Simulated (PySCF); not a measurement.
H7NO2Si2, SMILES N[Si@H](O)O[SiH3].

The structure is a stationary point at PBE0-D3(BJ)/def2-SVP. The structure was generated by enumeration; whether it is a known compound was not checked. The values are those of a single conformer.

Computed with r2SCAN/def2-TZVP (PySCF).

Gas-phase values at a fixed geometry.

Computed frontier levels, gap, dipole moment and polarisability:
```yaml
highest_occupied_level: -6.72 eV
lowest_empty_level: 0.01 eV
orbital_gap: 6.73 eV
dipole_moment: 2.26 D
quadrupole, principal values (traceless, Buckingham form, about the centre of nuclear charge): -2.60, -0.78, 3.37 D·Å
mean_static_polarisability: 63.3 bohr³ (9.37 Å³)
polarisability_principal_values: 58.9, 59.8, 71.0 bohr³
```
